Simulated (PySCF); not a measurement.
# Electronic structure of Ru (ruthenium, neutral) at the wB97X-V level

Configuration: [Kr] 4d8, high-spin 3F determinant (an excited configuration). Calculation: PySCF 2.14, in aug-cc-pVTZ-DK (9s8p6d3f2g, 102 functions); scalar relativity by spin-free X2C-1e.

- Total energy: -4529.88 hartree
- One-electron energy: -6250.58 hartree
- Hartree (Coulomb) energy: 1855.39 hartree
- Exchange-correlation energy: -134.69 hartree
- ⟨S²⟩: 2.0034
- ⟨L²⟩: 12.023
- Sum of ⟨r⟩: 31.40 bohr
- Sum of ⟨r²⟩: 47.72 bohr²
- Langevin diamagnetic susceptibility: -37.8 ×10⁻⁶ cm³/mol
- Time after the integrals: of the order of 17 core-seconds

```
shell  electrons  mean orbital energy (hartree)  spread (hartree)  rms radius, mean of both spins (bohr)
 1s β          1                     -806.89775                 0                                 0.0384
 1s α          1                     -806.89762                 0                                 0.0384
 2s α          1                     -116.58191                 0                                  0.158
 2s β          1                     -116.57204                 0                                  0.158
 2p α          3                     -104.40239                 0                                  0.140
 2p β          3                     -104.39441                 0                                  0.140
 3s α          1                      -20.76133                 0                                  0.430
 3s β          1                      -20.75642                 0                                  0.430
 3p α          3                      -16.73555                 0                                  0.434
 3p β          3                      -16.72971                 0                                  0.434
 3d α          5                      -10.25293           0.00758                                  0.420
 3d β          5                      -10.24235           0.00555                                  0.420
 4s α          1                       -2.95682                 0                                   1.09
 4s β          1                       -2.90601                 0                                   1.09
 4p α          3                       -1.83125                 0                                   1.22
 4p β          3                       -1.76920                 0                                   1.22
 4d α          5                       -0.26043           0.02204                                   2.03
 4d β          3                       -0.22626                 0                                   2.03
```

Densities and radii are taken from the X2C orbitals without a picture-change correction, which distorts them close to the nucleus.
